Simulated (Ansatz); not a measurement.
Reaction (ligand exchange at the Si–S bond): `[GeH3][S][SiH2]I` + HCl → `Cl[SiH2]I` + `[SH][GeH3]`

Calculated with Ansatz (gas phase, PBE0-D4/def2-TZVP geometries, no zero-point term in ΔE). CCSD(T)/CBS is the MP2 limit (def2-TZVPP, def2-QZVPP) plus CCSD(T) − MP2 in def2-TZVPP, frozen cores. This one scheme is used for every species. DFT in def2-TZVPP. B3LYP here is the variant with VWN-RPA as its local correlation; programs differ in this. Elements past krypton have def2 core potentials. For Ge, I outer-core shells are correlated without core-valence functions, which leaves a few kJ/mol of doubt a bond. Scalar relativity is left out up to krypton. Each species was taken in one conformer, which may not be the lowest.

```json
{"level": "BHLYP-D4", "ΔE (kJ/mol)": "-30.3"}
{"level": "revPBE", "ΔE (kJ/mol)": "-32.4"}
{"level": "B3LYP", "ΔE (kJ/mol)": "-38.5"}
{"level": "HF/def2-QZVPP", "ΔE (kJ/mol)": "-45.0"}
```

(1) What does CCSD(T)/CBS give? (Best estimate.)

Largest T1 diagnostic among the species: 0.011.

Answers

(1) The calculation gave: -25.0 kJ/mol. The listed levels differ from it by -5.3, -7.4, -13.5, -20.0 kJ/mol.

At CCSD(T), def2-SVP lies −3.9 kJ/mol from the extrapolated value and def2-TZVPP −0.7 kJ/mol. Leaving LDA and LC-ωPBE aside and taking each functional with its dispersion term where it has one, the values, not all of them listed here, spread over 10.2 kJ/mol, from B2PLYP to revPBE-D4. LDA lies +4.9 kJ/mol from PBE without D4. In def2-TZVPP, CCSD(T) changes the Hartree–Fock value by +18.5 kJ/mol (the triples alone add +3.2 kJ/mol) and MP2 by +20.7 kJ/mol.

CCSD(T)/CBS has its own doubt, a few kJ/mol and more with outer-core shells, so smaller differences from it don't rank the levels.
